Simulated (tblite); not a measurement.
Question: What does the GFN2-xTB structure of `N#CC[Si@H](Cl)CC(Cl)(Cl)Cl` look like in three dimensions?

Answer: 
```xyz
15
C4H5Cl4NSi angstrom
N      2.5590    1.9792   -0.7459
C      2.3678    0.9624   -0.2592
C      2.0975   -0.3095    0.3384
Si     0.2659   -0.4563    0.9057
Cl     0.0067   -2.3408    1.5609
C     -0.7734   -0.1630   -0.6831
C     -2.1733    0.3141   -0.4102
Cl    -3.1293    0.3924   -1.9184
Cl    -3.0106   -0.7813    0.7134
Cl    -2.1576    1.9390    0.3112
H      2.7680   -0.4438    1.1877
H      2.3311   -1.0864   -0.3933
H     -0.0307    0.5155    1.9497
H     -0.2856    0.5762   -1.3209
H     -0.8400   -1.0897   -1.2578
```

Any rigid rotation of these coordinates is as good. Atoms count from 1 in this order. Si4 (chlorine-bound silicon) is distorted tetrahedral (angles from 105.1° to 112.4°). Of the pairs four or more bonds apart, C2···H14 is among the closest relative to their van der Waals radii: 2.88 Å, 99 % of the sum of Bondi's values. The 2 C–C bonds span 1.431 Å (C2–C3, drawn single) to 1.504 Å (C6–C7, drawn single), a spread of 0.073 Å.

Bonds between heavy atoms (Å): N1≡C2 1.143, C2–C3 1.431, C3–Si4 1.923, Si4–Cl5 2.012, Si4–C6 1.921, C6–C7 1.504, C7–Cl8 1.787, C7–Cl9 1.779, C7–Cl10 1.778.

Structure optimised with GFN2-xTB, isolated species.

Point group: C1 (no symmetry element, even within 0.4 Å). Its lowest GFN2-xTB frequency is 13 cm⁻¹, too small to tell a flat minimum from a shallow saddle. One conformer, not necessarily the lowest (C2–C3–Si4–Cl5 175°, C3–Si4–C6–C7 -157°). 3 starts were optimised and ended at 0.00, 0.54 and 1.91 kcal/mol (GFN2-xTB); the lowest of these is shown.

All values are computed, not measured.
